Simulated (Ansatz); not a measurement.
Correlation energies of CHClFNO2Zr (`O=C=[N][Zr]([OH])([F])[Cl]`) by basis set

```
atom    x (Å)    y (Å)    z (Å)
  O1   2.9754   0.8381   1.7794
  C2   2.0347   0.6607   1.1193
  N3   1.0626   0.4802   0.4341
 Zr4  -0.6098   0.0927  -0.6514
  O5  -1.6688  -1.1854   0.2514
  F6  -1.6042   1.6938  -0.8518
 Cl7   0.0039  -0.7279  -2.7667
  H8  -2.1938  -1.8522   0.6858
```

The species carries charge 0 and has multiplicity 1. Correlated methods include outer-core shells of Zr, which these sets cover unevenly. Zr: def2 effective core potential. The structure was optimised at the PBE0-D4/def2-TZVP level. It is one conformer, not always the lowest. Frozen core, restricted reference, Ansatz.

```
     basis  HF (Eh)  MP2 corr.  CCSD corr.       (T)  CCSD(T) total
  def2-SVP        ?          ?    -1.21034  -0.04126              ?
def2-TZVPP        ?   -1.58276    -1.58268  -0.07181              ?
def2-QZVPP        ?   -1.73883           –         –              –
```

(1) Fill in the withheld values. (Estimate.)

Results:

(1) Ansatz gave: def2-SVP HF (Eh): -847.99653; def2-SVP MP2 corr.: -1.20219; def2-SVP CCSD(T) total: -849.24813; def2-TZVPP HF (Eh): -848.58699; def2-TZVPP CCSD(T) total: -850.24148; def2-QZVPP HF (Eh): -848.61924.
